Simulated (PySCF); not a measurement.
Excitations are Tamm–Dancoff values on a coarser integration grid. The basis has no diffuse functions, so Rydberg states are missing or too high.

Z-matrix (Å, degrees):
```
C
C 1 1.3617
H 2 1.0903 1 116.84
H 1 1.0909 2 117.26 3 -179.96
C 1 1.4213 4 115.99 2 -179.86
C 5 1.3529 1 121.46 4 0.04
N 6 1.3510 5 126.41 1 -178.34
H 7 1.0020 6 120.33 5 -169.97
H 7 1.0045 8 117.02 6 -162.34
H 6 1.0865 7 114.49 8 11.55
H 5 1.0875 6 119.91 10 -179.96
B 2 1.5098 3 122.12 1 -179.87
H 12 1.1997 2 122.20 3 -0.13
H 12 1.2028 13 118.71 2 179.92
```
Charge 0, multiplicity 1.

Q: What dipole moment, S1 excitation (TDA) and HOMO does PySCF with PBE0-D4/def2-TZVP give?

A: 
```yaml
dipole_moment: 6.63 D
S1 excitation (TDA): 4.67 eV
HOMO: -5.98 eV
```
